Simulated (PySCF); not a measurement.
# Spinor energies of Bi (bismuth, neutral)

Start: [Xe] 4f14 5d10 6s2 6p3; 6p1/2 filled at m_j = -1/2, +1/2; 6p3/2 filled at m_j = +3/2. Calculated with PySCF 2.14 in x2c-TZVPall-2c: generalised Hartree-Fock with the X2C-1e Hamiltonian and a Gaussian nucleus; one run each with spin-orbit coupling (SO) switched off, then screened by Boettger's factors.

```
spinor shell  electrons  ε, spin-free (eV)  ε, screened SO (eV)  weight of nominal j (screened SO)  rms radius, screened SO (bohr)
       1s1/2          2           -91051.6             -91009.4                              1.000                          0.0178
       2s1/2          2           -16521.0             -16507.3                              1.000                          0.0718
       2p1/2          2           -14154.3             -15835.5                              1.000                          0.0606
       2p3/2          4           -14154.3             -13511.1                              1.000                          0.0691
       3s1/2          2            -4062.1              -4057.3                              1.000                           0.183
       3p1/2          2            -3375.9              -3754.7                              1.000                           0.175
       3p3/2          4            -3375.9              -3227.1                              1.000                           0.192
       3d3/2          4            -2672.5              -2736.9                              1.000                           0.168
       3d5/2          6            -2672.5              -2625.5                              1.000                           0.172
       4s1/2          2            -972.32              -970.49                              1.000                           0.401
       4p1/2          2            -743.70              -837.83                              1.000                           0.404
       4p3/2          4            -743.70              -705.97                              1.000                           0.438
       4d3/2          4            -475.84              -489.98                              1.000                           0.446
       4d5/2          6            -475.84              -464.69                              1.000                           0.457
       4f5/2          6            -179.60              -181.63                              1.000                           0.479
       5s1/2          2            -181.74              -181.03                              1.000                           0.890
       4f7/2          8            -179.60              -176.19                              1.000                           0.481
       5p1/2          2            -115.01              -132.85                              1.000                           0.952
       5p3/2          4            -115.01              -107.36                              1.000                            1.04
       5d3/2          4            -35.709              -37.276                              0.998                            1.30
       5d5/2          6            -35.709              -33.832                              0.999                            1.34
       6s1/2          2            -18.488              -18.261                              1.000                            2.40
       6p1/2          2             -8.660               -9.216                              0.815                            3.04
       6p3/2          1             -8.660               -7.570                              1.000                            3.33
```

| quantity | spin-free | screened SO |
| --- | --- | --- |
| E (hartree) | -21513.80546 | -21555.00012 |
| M_J | 3/2 | 3/2 |
| ⟨J²⟩ | 3.757 | 3.777 |
| ⟨L²⟩ | 0.000 | 0.802 |
| ⟨S²⟩ | 3.757 | 3.247 |

Each row is a mean over spinors that exchange with the open shell spreads, by up to 4.571 eV (6s1/2).

Rows whose weight is well below 1 are mixtures of j = l ± 1/2: exchange outweighs spin-orbit coupling there, and the label is only the starting occupation.

Breit and QED terms are absent; they matter most for the inner s and p1/2 levels.

Densities and radii are taken from the X2C orbitals without a picture-change correction, which distorts them close to the nucleus.

Without spin-orbit coupling the j labels of p, d and f shells carry no meaning; the spin-free column gives the mean over the occupied spinors of each nl shell.
